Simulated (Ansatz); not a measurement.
Frontier orbitals of C$_{2}$H$_{5}$BN$_{2}$O, SMILES `N#CCB(N)O`.

```xyz
11

N    -2.266    1.217    1.165
C    -1.247    1.181    0.632
C     0.029    1.053   -0.035
B     0.479   -0.471   -0.242
N    -0.324   -1.519    0.199
O     1.668   -0.759   -0.861
H    -0.027    1.557   -1.006
H     0.788    1.586    0.549
H    -0.063   -2.482    0.080
H    -1.205   -1.372    0.658
H     2.169    0.009   -1.138
```

Charge 0, multiplicity 1. The structure was optimised at the PBE0-D4/def2-TZVP level. It is one conformer, not always the lowest. Basis def2-TZVPP, the Gaussian-basis code of Ansatz.

| functional | HOMO (eV) | LUMO (eV) |
| --- | --- | --- |
| PBE0 | -8.20 | 0.30 |

**Question.** Give HOMO and LUMO (eV) with LDA (SPW92), PBE, revPBE, BLYP, r2SCAN, B97M-V, B3LYP, r2SCANh, r2SCAN0, HSE06 (plane-wave form), BHLYP, CAM-B3LYP, LC-ωPBE, ωB97X-V, ωB97M-V, HF. (An estimate is asked.)

**Answer.** The calculation gave: 
```csv
functional,HOMO,LUMO
LDA (SPW92),-6.94,-0.65
PBE,-6.75,-0.50
revPBE,-6.68,-0.43
BLYP,-6.63,-0.54
r2SCAN,-7.06,0.14
B97M-V,-7.11,-0.30
B3LYP,-7.95,-0.06
r2SCANh,-7.61,0.42
r2SCAN0,-8.43,0.76
HSE06 (plane-wave form),-7.80,-0.07
BHLYP,-9.57,0.83
CAM-B3LYP,-9.66,1.00
LC-ωPBE,-11.08,2.30
ωB97X-V,-10.69,2.09
ωB97M-V,-10.61,1.60
HF,-11.76,2.67
```

B3LYP here is the variant with VWN-RPA as its local correlation; programs differ in this. LC-ωPBE has ω = 0.4 bohr⁻¹. Positive LUMOs are unbound and depend on the basis.
